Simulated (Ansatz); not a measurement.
`[F][Sn]([SiH3])([Cl])[Cl]` and `[SiH3][Sn]([Cl])([Cl])[Cl]` differ in one atom or group.

Ansatz, PBE0-D4/def2-TZVP geometries, multiplicity 1. 

Elements past krypton have def2 core potentials.

```tsv
property	`[F][Sn]([SiH3])([Cl])[Cl]`
HOMO energy (B3LYP/def2-TZVPP) / eV	-8.65
HOMO energy (PBE0/def2-TZVPP) / eV	-8.89
HOMO energy (ωB97M-V/def2-TZVPP) / eV	-10.90
HOMO–LUMO gap (PBE0/def2-TZVPP) / eV	6.79
size of the dipole moment (B3LYP/def2-TZVPP) / D	4.47
HOMO–LUMO gap (B3LYP/def2-TZVPP) / eV	6.28
```

**Question.** Give the same properties after the change, and the shifts. (Estimate.)

**Answer.** Ansatz gave: 
| property | `[SiH3][Sn]([Cl])([Cl])[Cl]` | shift |
| --- | --- | --- |
| HOMO energy (B3LYP/def2-TZVPP) / eV | -8.44 | 0.21 |
| HOMO energy (PBE0/def2-TZVPP) / eV | -8.68 | 0.21 |
| HOMO energy (ωB97M-V/def2-TZVPP) / eV | -10.67 | 0.23 |
| HOMO–LUMO gap (PBE0/def2-TZVPP) / eV | 6.49 | -0.30 |
| size of the dipole moment (B3LYP/def2-TZVPP) / D | 4.00 | -0.47 |
| HOMO–LUMO gap (B3LYP/def2-TZVPP) / eV | 5.99 | -0.29 |

With PBE0 the HOMO rises by 0.21 eV and the LUMO falls by 0.10 eV, so the gap narrows by about 0.31 eV. PBE moves the HOMO by 0.17 eV and ωB97M-V by 0.23 eV. Dipoles are sizes alone; their direction can turn.

B3LYP here is the variant with VWN-RPA as its local correlation; programs differ in this.
